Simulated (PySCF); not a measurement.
A side-by-side comparison of computed properties.

First species: BBrH2O2.
Z-matrix (Å and degrees, PBE0-D3(BJ)/def2-SVP geometry), rows numbered from 1:
```
O 
B   1  1.3449
O   2  1.3526  1  121.50
Br  2  1.9374  1  117.94  3   179.98
H   1  0.9648  2  111.49  3     0.01
H   3  0.9621  2  113.48  1   179.92
```

Second species: SeBr2Me2, C₂H₆Br₂Se.
SMILES: `C[Se](C)(Br)Br`

Levels: CAM-B3LYP/def2-SVPD for dipole moment, HOMO energy, LUMO energy, HOMO–LUMO gap, static isotropic polarisability and electronic spatial extent ⟨r²⟩ about the centre of nuclear charge; TDDFT CAM-B3LYP/def2-SVPD for lowest singlet excitation; TDA CAM-B3LYP/def2-SVPD for lowest triplet excitation (Tamm–Dancoff); PBE0-D3(BJ)/def2-SVP for rotational constant A and rotational constant C. Geometries: PBE0-D3(BJ)/def2-SVP. All species are isolated and taken at one optimised geometry, non-relativistic unless stated; the electronic structure was computed with PySCF and density fitting.

The conformers computed, where there is a choice (atom-mapped SMILES and torsion angles):
- `[OH:1][B:2]([OH:3])[Br:4]`: H–O1–B2–O3 0°, H–O3–B2–O1 180°

Problem. Which has the higher dipole moment?

Solution. The second: 2.50 D against 2.00 D, a difference of 0.50 D.

Problem. Which has the higher static isotropic polarisability?

Solution. The second: 122.3 au against 43.7 au, a difference of 78.6 au.

Problem. Which has the higher HOMO energy?

Solution. The second: -8.56 eV against -9.83 eV, a difference of 1.27 eV.

Problem. Which has the higher rotational constant C?

Solution. The first: 2.242 GHz against 0.456 GHz, a difference of 1.786 GHz.

Problem. Which has the higher HOMO–LUMO gap?

Solution. The first: 10.10 eV against 6.86 eV, a difference of 3.24 eV.

Problem. Which has the higher LUMO energy?

Solution. The first: 0.27 eV against -1.70 eV, a difference of 1.97 eV.

Problem. Which has the higher S1 energy?

Solution. The first: 7.32 eV against 4.07 eV, a difference of 3.25 eV.

Problem. Which of the two has the higher ⟨r²⟩, and by how much?

Solution. The second: 2082 bohr² against 486 bohr², a difference of 1596 bohr².

On the first: The polarisability is 6.48 Å³ as a volume (1 au = 0.148185 Å³), or 0.75 au for each of the 58 electrons. The vertical singlet–triplet gap S1 − T1 is 0.22 eV (TDDFT singlet less Tamm–Dancoff triplet; S1: HOMO→LUMO, weight 0.90; T1: HOMO→LUMO, weight 0.81). Relativistic effects, spin–orbit coupling among them, are left out although an element past zinc is present.

On the second: S1 lies 2.79 eV below the HOMO–LUMO gap. The dipole matches unit charges of opposite sign 0.52 Å apart (1 e·Å = 4.8032 D). The calculation is non-relativistic and has no spin–orbit coupling, an omission that weighs most on bromine and selenium.
